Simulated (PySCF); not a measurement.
## Successive ionisation energies of erbium

Calculated with PySCF 2.14, two-component X2C-1e (Gaussian nucleus, no Breit or QED terms), each ion in its own even-tempered basis; GMP2 freezes the deep shells of the larger ions and drops the highest virtual spinors; eV.

```csv
ion,configuration,GHF (spin-free),GHF (screened spin-orbit),GMP2 (screened spin-orbit),NIST,kind
Er⁶¹⁺,[He] 2s2 2p3,14202.3,13866.5,13866.5,13855 ± 12,theoretical
Er⁶²⁺,[He] 2s2 2p2,14507.0,15167.8,15170.0,15146 ± 15,theoretical
Er⁶³⁺,[He] 2s2 2p1,14814.9,15528.5,15526.2,15511 ± 19,theoretical
Er⁶⁴⁺,[He] 2s2,15991.6,15991.6,15998.1,15971 ± 24,theoretical
Er⁶⁵⁺,[He] 2s1,16293.9,16293.9,16294.2,16274.56 ± 0.12,theoretical
Er⁶⁶⁺,1s2,65997.8,65997.8,65999.6,65848.24 ± 0.12,theoretical
Er⁶⁷⁺,1s1,67335.9,67335.9,67335.9,67241.48 ± 0.07,theoretical
```

(1) Where is the largest relative jump?

Answers

(1) From Er⁶⁵⁺ to Er⁶⁶⁺: 16294.2 to 65999.6 eV, where the electron removed from 1s2 comes from a deeper shell or subshell.
